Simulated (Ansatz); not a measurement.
H₈N₂OSi₂, SMILES N[SiH2][Si@@H](N)O.

Geometry optimised at PBE-D3(BJ)/def2-SVP. The structure was generated by enumeration; whether it is a known compound was not checked. Other conformers were not sampled.

Two levels are set side by side: PBE/def2-TZVPD (Ansatz, a program for electronic structure) and PBE0/def2-TZVPD (Ansatz). Energy differences of separate SCF runs at the same geometry; the states with an electron removed or added have multiplicity 2 and 2. Differences are taken from unrounded values.

| quantity | PBE0 |
|---|---|
| vertical ionisation energy (eV) | 8.85 |
| vertical singlet–triplet gap (eV) | 4.97 |

What does PBE give, and how far is it from PBE0? (Estimate from the structure and the level; the computed values follow.)


```csv
quantity,PBE,PBE minus PBE0
vertical ionisation energy (eV),8.50,-0.34
vertical singlet–triplet gap (eV),4.55,-0.42
```
